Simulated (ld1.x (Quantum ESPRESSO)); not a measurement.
## Transferability test, TM potential for sulfur

ld1.x (Quantum ESPRESSO) 7.5 input, shortened:

```
&input
   title='S', zed=16., rel=0, dft='PZ', iswitch=3,
   config='[Ne] 3s2 3p3 3d-2'
 /
 &inputp
   pseudotype=2, tm=.true., lloc=1,
   nlcc=.true.
 /
3
3S  1  0   2.00   0.00  1.50  1.50  0.0
3D  3  2  -2.00   0.30  1.80  1.80  0.0
3P  2  1   3.00   0.00  1.70  1.70  0.0
 &test
   configts(1)='3s2 3p3'
 /
```

Energies are relative to the spin-unpolarised reference configuration 3s2 3p3; without spin polarisation the order of configurations can differ from experiment. Spin-polarised rows fill each open shell by Hund’s rule, majority spin first.

```csv
valence configuration,charge,ΔE all-electron (eV),error AE − PS (meV)
3s2 3p4,0,-11.876,+3.8
3s2 3p2,+2,22.386,+9.6
3s2 3p1,+3,56.552,+54
3s1 3p4,+1,10.658,-0.2
3s0 3p6,0,8.465,+0.7
3s2 3p3 (spin-polarised),+1,-1.964,+32
3s2 3p4 (spin-polarised),0,-12.582,+15
```

Q: What are ΔE and the potential's error for 3s2 3p4.3?

A: ΔE = -13.621 eV all-electron; the error (AE − PS) is +5.3 meV.

Q: What are ΔE and the potential's error for 3s2 3p0?

A: ΔE = 103.537 eV all-electron; the error (AE − PS) is +163 meV.
